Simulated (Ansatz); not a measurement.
Relaxation of `C[Si](C)(C)C#Cc1ccc(-c2ccc(-c3ccc(-c4ccc(C#C[Si](C)(C)C)cc4)cc3)cc2)cc1` with RKS PBE-D4/def2-SVP.

```sh
$ ansatz run in.yaml --threads 2 --pin off --events-out ev --progress --plain --max-ram 32768MiB --backend cuda --devices 0, --max-vram 18GiB
```

```yaml
crystal:
  periodic: [false, false, false]
  atoms:
    - {symbol: C, position_ang: [12.879380, -1.527990, -0.720730]}
    - {symbol: Si, position_ang: [12.260210, 0.268470, -0.559670]}
    - {symbol: C, position_ang: [12.902980, 1.069220, 1.046470]}
    - {symbol: C, position_ang: [12.752760, 1.301170, -2.084670]}
    - {symbol: C, position_ang: [10.408860, 0.226460, -0.474850]}
    - {symbol: C, position_ang: [9.200940, 0.199740, -0.418440]}
    - {symbol: C, position_ang: [7.790110, 0.169180, -0.354610]}
    - {symbol: C, position_ang: [7.143610, -0.027930, 0.866860]}
    - {symbol: C, position_ang: [5.766450, -0.051190, 0.926560]}
    - {symbol: C, position_ang: [4.997890, 0.108460, -0.226180]}
    - {symbol: C, position_ang: [3.531790, 0.076610, -0.159280]}
    - {symbol: C, position_ang: [2.789080, -0.599370, -1.125320]}
    - {symbol: C, position_ang: [1.411020, -0.627280, -1.063840]}
    - {symbol: C, position_ang: [0.731770, 0.016420, -0.032320]}
    - {symbol: C, position_ang: [-0.735230, -0.015070, 0.034170]}
    - {symbol: C, position_ang: [-1.386130, -0.282500, 1.236190]}
    - {symbol: C, position_ang: [-2.764130, -0.331580, 1.295240]}
    - {symbol: C, position_ang: [-3.532260, -0.076580, 0.161910]}
    - {symbol: C, position_ang: [-4.999340, -0.108510, 0.228110]}
    - {symbol: C, position_ang: [-5.755150, 0.927120, -0.318240]}
    - {symbol: C, position_ang: [-7.131800, 0.904620, -0.249070]}
    - {symbol: C, position_ang: [-7.787340, -0.170220, 0.353630]}
    - {symbol: C, position_ang: [-9.198540, -0.198750, 0.417760]}
    - {symbol: C, position_ang: [-10.406590, -0.225390, 0.473080]}
    - {symbol: Si, position_ang: [-12.258840, -0.267210, 0.556460]}
    - {symbol: C, position_ang: [-12.797540, -2.087230, 0.737160]}
    - {symbol: C, position_ang: [-12.799570, 0.757270, 2.071110]}
    - {symbol: C, position_ang: [-12.936800, 0.489720, -1.056680]}
    - {symbol: C, position_ang: [-7.034920, -1.213400, 0.895680]}
    - {symbol: C, position_ang: [-5.657980, -1.174130, 0.839100]}
    - {symbol: C, position_ang: [-2.882250, 0.207890, -1.036450]}
    - {symbol: C, position_ang: [-1.503780, 0.220870, -1.103230]}
    - {symbol: C, position_ang: [1.473550, 0.690830, 0.934470]}
    - {symbol: C, position_ang: [2.851490, 0.721030, 0.872000]}
    - {symbol: C, position_ang: [5.650500, 0.296630, -1.444330]}
    - {symbol: C, position_ang: [7.026970, 0.333590, -1.511810]}
    - {symbol: H, position_ang: [13.963570, -1.575360, -0.769060]}
    - {symbol: H, position_ang: [12.560560, -2.127930, 0.126670]}
    - {symbol: H, position_ang: [12.488510, -1.997670, -1.618650]}
    - {symbol: H, position_ang: [12.595540, 0.498610, 1.917800]}
    - {symbol: H, position_ang: [12.515210, 2.076930, 1.162310]}
    - {symbol: H, position_ang: [13.987340, 1.129950, 1.058190]}
    - {symbol: H, position_ang: [12.366700, 2.313690, -2.011870]}
    - {symbol: H, position_ang: [12.355840, 0.864740, -2.996550]}
    - {symbol: H, position_ang: [13.831510, 1.366810, -2.193380]}
    - {symbol: H, position_ang: [7.734500, -0.162350, 1.761390]}
    - {symbol: H, position_ang: [5.274690, -0.216630, 1.874450]}
    - {symbol: H, position_ang: [3.301260, -1.126310, -1.917520]}
    - {symbol: H, position_ang: [0.850620, -1.174950, -1.807820]}
    - {symbol: H, position_ang: [-0.800960, -0.475890, 2.123950]}
    - {symbol: H, position_ang: [-3.256380, -0.546680, 2.233140]}
    - {symbol: H, position_ang: [-5.252870, 1.764890, -0.780740]}
    - {symbol: H, position_ang: [-7.714880, 1.715790, -0.659400]}
    - {symbol: H, position_ang: [-13.878410, -2.181620, 0.789680]}
    - {symbol: H, position_ang: [-12.383990, -2.529350, 1.638850]}
    - {symbol: H, position_ang: [-12.455240, -2.681790, -0.104770]}
    - {symbol: H, position_ang: [-12.382800, 0.349800, 2.987430]}
    - {symbol: H, position_ang: [-13.880270, 0.773220, 2.178930]}
    - {symbol: H, position_ang: [-12.461210, 1.785820, 1.987920]}
    - {symbol: H, position_ang: [-12.600580, -0.071450, -1.923500]}
    - {symbol: H, position_ang: [-12.597950, 1.514130, -1.179320]}
    - {symbol: H, position_ang: [-14.022850, 0.498100, -1.070090]}
    - {symbol: H, position_ang: [-7.542600, -2.048670, 1.355750]}
    - {symbol: H, position_ang: [-5.080440, -1.988640, 1.251970]}
    - {symbol: H, position_ang: [-3.466330, 0.399390, -1.925410]}
    - {symbol: H, position_ang: [-1.011780, 0.437100, -2.040850]}
    - {symbol: H, position_ang: [0.960730, 1.214950, 1.727970]}
    - {symbol: H, position_ang: [3.408490, 1.270990, 1.616870]}
    - {symbol: H, position_ang: [5.067840, 0.436920, -2.343290]}
    - {symbol: H, position_ang: [7.525480, 0.492500, -2.457260]}
basis:
  gaussian: {orbitals: def2-SVP, fitting: {mean_field: def2-universal-jkfit}}
hamiltonian: {xc: pbe, dispersion: d4}
scf: {lower_state_search: "off"}
output: {orbitals: {seedname: orbitals}}
relax: {f_tol: 0.03, max_steps: 70}
```

Run time 61 s (2 threads of AMD EPYC 7R13 on a shared host and a share (18 GiB) of an NVIDIA H100 80GB HBM3), peak host memory 1.2 GiB.

Positions (Å) and forces (eV/Å) at steps 1, 2, 3 of 11:

```xyz
70
step=1 energy=-51484.3961 eV
C    12.879   -1.528   -0.721   -0.280    0.888    0.077
Si   12.260    0.268   -0.560    0.035   -0.006   -0.005
C    12.903    1.069    1.046   -0.297   -0.394   -0.798
C    12.753    1.301   -2.085   -0.222   -0.511    0.756
C    10.409    0.226   -0.475    2.786    0.066   -0.126
C     9.201    0.200   -0.418   -1.935   -0.040    0.083
C     7.790    0.169   -0.355    0.623    0.005   -0.025
C     7.144   -0.028    0.867   -0.023    0.002    0.233
C     5.766   -0.051    0.927   -0.033    0.035    0.143
C     4.998    0.108   -0.226   -0.521   -0.022    0.019
C     3.532    0.077   -0.159    0.548    0.010   -0.020
C     2.789   -0.599   -1.125    0.059    0.001   -0.171
C     1.411   -0.627   -1.064   -0.065   -0.019   -0.165
C     0.732    0.016   -0.032   -0.556   -0.005    0.022
C    -0.735   -0.015    0.034    0.546    0.012   -0.025
C    -1.386   -0.282    1.236    0.072   -0.022    0.141
C    -2.764   -0.332    1.295   -0.053   -0.047    0.153
C    -3.532   -0.077    0.162   -0.551   -0.023    0.020
C    -4.999   -0.109    0.228    0.567    0.012   -0.019
C    -5.755    0.927   -0.318    0.030    0.089   -0.117
C    -7.132    0.905   -0.249    0.014    0.184   -0.152
C    -7.787   -0.170    0.354   -0.636    0.002    0.043
C    -9.199   -0.199    0.418    1.926    0.032   -0.088
C   -10.407   -0.225    0.473   -2.790   -0.064    0.121
Si  -12.259   -0.267    0.556   -0.026   -0.004    0.006
C   -12.798   -2.087    0.737    0.249    0.903   -0.090
C   -12.800    0.757    2.071    0.243   -0.507   -0.750
C   -12.937    0.490   -1.057    0.317   -0.376    0.803
C    -7.035   -1.213    0.896    0.038   -0.178    0.127
C    -5.658   -1.174    0.839    0.049   -0.100    0.117
C    -2.882    0.208   -1.036   -0.064    0.060   -0.144
C    -1.504    0.221   -1.103    0.055    0.016   -0.146
C     1.474    0.691    0.934   -0.051    0.006    0.176
C     2.851    0.721    0.872    0.066    0.011    0.159
C     5.651    0.297   -1.444   -0.047   -0.030   -0.137
C     7.027    0.334   -1.512   -0.049    0.005   -0.229
H    13.964   -1.575   -0.769    0.808    0.046   -0.030
H    12.561   -2.128    0.127   -0.264   -0.373    0.638
H    12.489   -1.998   -1.619   -0.319   -0.275   -0.662
H    12.596    0.499    1.918   -0.259   -0.462    0.588
H    12.515    2.077    1.162   -0.318    0.724    0.022
H    13.987    1.130    1.058    0.812    0.009   -0.065
H    12.367    2.314   -2.012   -0.310    0.714    0.117
H    12.356    0.865   -2.997   -0.318   -0.369   -0.619
H    13.832    1.367   -2.193    0.811    0.002   -0.014
H     7.734   -0.162    1.761    0.377   -0.092    0.562
H     5.275   -0.217    1.874   -0.328   -0.119    0.620
H     3.301   -1.126   -1.918    0.343   -0.360   -0.517
H     0.851   -1.175   -1.808   -0.376   -0.374   -0.490
H    -0.801   -0.476    2.124    0.383   -0.135    0.588
H    -3.256   -0.547    2.233   -0.328   -0.138    0.617
H    -5.253    1.765   -0.781    0.336    0.551   -0.294
H    -7.715    1.716   -0.659   -0.386    0.524   -0.264
H   -13.878   -2.182    0.790   -0.808    0.011    0.033
H   -12.384   -2.529    1.639    0.332   -0.256    0.668
H   -12.455   -2.682   -0.105    0.278   -0.369   -0.638
H   -12.383    0.350    2.987    0.336   -0.348    0.623
H   -13.880    0.773    2.179   -0.813   -0.034    0.013
H   -12.461    1.786    1.988    0.277    0.730   -0.125
H   -12.601   -0.071   -1.923    0.281   -0.453   -0.583
H   -12.598    1.514   -1.179    0.283    0.740   -0.027
H   -14.023    0.498   -1.070   -0.810   -0.028    0.064
H    -7.543   -2.049    1.356   -0.329   -0.529    0.292
H    -5.080   -1.989    1.252    0.396   -0.541    0.268
H    -3.466    0.399   -1.925   -0.392    0.121   -0.586
H    -1.012    0.437   -2.041    0.325    0.151   -0.618
H     0.961    1.215    1.728   -0.351    0.360    0.523
H     3.408    1.271    1.617    0.380    0.374    0.481
H     5.068    0.437   -2.343   -0.395    0.107   -0.592
H     7.525    0.492   -2.457    0.324    0.102   -0.587
70
step=2 energy=-51484.9769 eV
C    12.976   -1.516   -0.725   -0.092    0.294    0.026
Si   12.360    0.270   -0.564    0.022   -0.001   -0.003
C    12.998    1.067    1.034   -0.097   -0.130   -0.264
C    12.849    1.297   -2.081   -0.073   -0.168    0.251
C    10.515    0.229   -0.480    0.157    0.005   -0.005
C     9.283    0.201   -0.422    0.040   -0.001   -0.008
C     7.863    0.170   -0.358    0.286    0.012   -0.008
C     7.205   -0.016    0.877   -0.061   -0.022    0.086
C     5.816   -0.043    0.936    0.045    0.014    0.051
C     5.039    0.108   -0.228   -0.209    0.001    0.011
C     3.565    0.077   -0.161    0.208    0.006   -0.011
C     2.812   -0.580   -1.152   -0.017   -0.004   -0.045
C     1.421   -0.608   -1.090    0.017   -0.005   -0.051
C     0.735    0.016   -0.033   -0.197   -0.007    0.011
C    -0.739   -0.016    0.034    0.201    0.003   -0.009
C    -1.397   -0.293    1.245   -0.014    0.010    0.058
C    -2.788   -0.336    1.306    0.022   -0.044    0.048
C    -3.565   -0.078    0.163   -0.208    0.002    0.010
C    -5.040   -0.110    0.230    0.211    0.004   -0.012
C    -5.806    0.922   -0.343   -0.045    0.019   -0.040
C    -7.195    0.900   -0.276    0.056    0.073   -0.041
C    -7.861   -0.171    0.359   -0.284   -0.007   -0.003
C    -9.281   -0.201    0.422   -0.039   -0.006    0.008
C   -10.514   -0.228    0.478   -0.163   -0.004    0.005
Si  -12.359   -0.269    0.562   -0.013    0.000    0.002
C   -12.892   -2.080    0.741    0.080    0.300   -0.031
C   -12.897    0.750    2.068    0.080   -0.169   -0.247
C   -13.031    0.484   -1.043    0.103   -0.127    0.265
C    -7.096   -1.211    0.926    0.065   -0.056    0.047
C    -5.706   -1.173    0.867   -0.037   -0.031    0.051
C    -2.907    0.212   -1.045    0.018    0.036   -0.053
C    -1.516    0.230   -1.111   -0.022   -0.005   -0.055
C     1.487    0.671    0.960    0.023    0.013    0.045
C     2.878    0.703    0.895   -0.020   -0.002    0.052
C     5.699    0.292   -1.458    0.041   -0.015   -0.058
C     7.088    0.326   -1.526   -0.075    0.011   -0.082
H    14.078   -1.554   -0.775    0.212   -0.001   -0.010
H    12.648   -2.117    0.140   -0.052   -0.109    0.153
H    12.572   -1.984   -1.638   -0.067   -0.085   -0.162
H    12.678    0.482    1.912   -0.052   -0.104    0.159
H    12.600    2.090    1.142   -0.065    0.184    0.021
H    14.100    1.123    1.038    0.213    0.008   -0.003
H    12.452    2.323   -1.998   -0.065    0.184    0.012
H    12.440    0.847   -3.001   -0.067   -0.079   -0.166
H    13.946    1.358   -2.184    0.212    0.008   -0.016
H     7.802   -0.151    1.784    0.103   -0.012    0.149
H     5.317   -0.212    1.896   -0.079   -0.025    0.163
H     3.330   -1.108   -1.960    0.088   -0.078   -0.145
H     0.853   -1.155   -1.850   -0.098   -0.080   -0.137
H    -0.805   -0.497    2.144    0.097   -0.040    0.152
H    -3.287   -0.554    2.257   -0.087   -0.033    0.162
H    -5.297    1.767   -0.819    0.083    0.136   -0.089
H    -7.785    1.715   -0.705   -0.105    0.127   -0.080
H   -13.991   -2.167    0.795   -0.212   -0.013    0.011
H   -12.465   -2.520    1.658    0.070   -0.080    0.164
H   -12.540   -2.674   -0.118    0.057   -0.107   -0.152
H   -12.468    0.329    2.992    0.071   -0.074    0.167
H   -13.995    0.761    2.169   -0.213   -0.001    0.015
H   -12.547    1.792    1.974    0.057    0.187   -0.015
H   -12.683   -0.092   -1.917    0.056   -0.102   -0.158
H   -12.681    1.523   -1.159    0.057    0.187   -0.022
H   -14.134    0.489   -1.049   -0.214   -0.001    0.003
H    -7.608   -2.051    1.406   -0.090   -0.129    0.087
H    -5.120   -1.993    1.295    0.099   -0.134    0.078
H    -3.499    0.406   -1.946   -0.104    0.031   -0.152
H    -1.018    0.458   -2.060    0.083    0.043   -0.159
H     0.967    1.195    1.769   -0.091    0.075    0.146
H     3.443    1.254    1.654    0.102    0.081    0.134
H     5.108    0.438   -2.368   -0.097    0.021   -0.155
H     7.592    0.484   -2.484    0.092    0.019   -0.154
70
step=3 energy=-51485.0422 eV
C    13.038   -1.507   -0.727   -0.022    0.021    0.003
Si   12.412    0.271   -0.566    0.044    0.001   -0.002
C    13.059    1.065    1.024   -0.021   -0.009   -0.019
C    12.911    1.294   -2.077   -0.020   -0.012    0.019
C    10.569    0.230   -0.482    0.084    0.002   -0.002
C     9.335    0.203   -0.424   -0.115   -0.001    0.002
C     7.912    0.172   -0.360    0.037   -0.008   -0.001
C     7.246   -0.005    0.880   -0.034    0.025   -0.003
C     5.851   -0.032    0.939    0.034    0.025   -0.013
C     5.067    0.110   -0.230   -0.048   -0.008    0.001
C     3.587    0.078   -0.162    0.036    0.000    0.001
C     2.826   -0.547   -1.177   -0.022    0.049   -0.011
C     1.429   -0.575   -1.115    0.019    0.040   -0.009
C     0.738    0.016   -0.032   -0.030    0.003   -0.003
C    -0.742   -0.016    0.035    0.046    0.002   -0.001
C    -1.407   -0.302    1.248   -0.035   -0.006   -0.008
C    -2.804   -0.344    1.309    0.036    0.003   -0.008
C    -3.588   -0.078    0.164   -0.055   -0.009   -0.001
C    -5.068   -0.110    0.231    0.039    0.004    0.001
C    -5.842    0.906   -0.374   -0.024   -0.036   -0.020
C    -7.238    0.884   -0.308    0.022   -0.031   -0.028
C    -7.910   -0.172    0.359   -0.023    0.011    0.023
C    -9.334   -0.203    0.424    0.116   -0.003   -0.006
C   -10.567   -0.230    0.480   -0.085   -0.001    0.003
Si  -12.411   -0.271    0.564   -0.044   -0.002    0.001
C   -12.954   -2.073    0.743    0.020    0.022   -0.003
C   -12.959    0.744    2.064    0.021   -0.012   -0.019
C   -13.092    0.479   -1.033    0.022   -0.008    0.019
C    -7.135   -1.195    0.963    0.023    0.023   -0.003
C    -5.740   -1.158    0.902   -0.026    0.033    0.021
C    -2.923    0.219   -1.047    0.038    0.011    0.007
C    -1.526    0.238   -1.113   -0.036   -0.002    0.010
C     1.498    0.638    0.983    0.024   -0.047    0.016
C     2.895    0.671    0.919   -0.023   -0.043    0.008
C     5.734    0.283   -1.464    0.037   -0.020    0.010
C     7.129    0.316   -1.533   -0.037   -0.012    0.009
H    14.147   -1.535   -0.780   -0.015   -0.001    0.000
H    12.715   -2.114    0.143    0.018   -0.006   -0.019
H    12.633   -1.981   -1.645    0.019   -0.009    0.015
H    12.739    0.479    1.910    0.017    0.019   -0.001
H    12.665    2.096    1.133    0.019   -0.012    0.013
H    14.169    1.113    1.021   -0.015    0.000    0.002
H    12.517    2.328   -1.996    0.017   -0.010   -0.017
H    12.502    0.843   -3.005    0.018    0.018    0.002
H    14.016    1.348   -2.174   -0.015    0.000   -0.001
H     7.844   -0.125    1.796   -0.011   -0.006   -0.017
H     5.351   -0.193    1.907    0.021   -0.002   -0.014
H     3.344   -1.045   -2.012   -0.026    0.013    0.036
H     0.857   -1.091   -1.903    0.027    0.015    0.034
H    -0.813   -0.516    2.150   -0.018    0.005   -0.011
H    -3.304   -0.565    2.265    0.014   -0.001   -0.014
H    -5.333    1.740   -0.884   -0.023   -0.022    0.020
H    -7.830    1.687   -0.772    0.017   -0.027    0.018
H   -14.060   -2.152    0.798    0.015   -0.001    0.000
H   -12.527   -2.519    1.665   -0.018   -0.010   -0.015
H   -12.604   -2.673   -0.122   -0.017   -0.007    0.018
H   -12.532    0.322    2.997   -0.019    0.018   -0.003
H   -14.065    0.749    2.158    0.015    0.001    0.000
H   -12.611    1.793    1.973   -0.017   -0.010    0.017
H   -12.746   -0.099   -1.914   -0.018    0.018    0.001
H   -12.744    1.526   -1.151   -0.018   -0.012   -0.013
H   -14.202    0.480   -1.030    0.015    0.001   -0.002
H    -7.648   -2.023    1.476    0.013    0.028   -0.017
H    -5.151   -1.968    1.361   -0.024    0.023   -0.012
H    -3.517    0.417   -1.953    0.015   -0.001    0.012
H    -1.026    0.476   -2.065   -0.016   -0.005    0.013
H     0.979    1.131    1.821    0.024   -0.013   -0.039
H     3.464    1.192    1.705   -0.027   -0.015   -0.033
H     5.142    0.419   -2.382    0.022    0.002    0.012
H     7.635    0.462   -2.499   -0.007    0.001    0.017
```

Single mean-field runs in def2-SVP are fitted with def2-universal-jkfit.
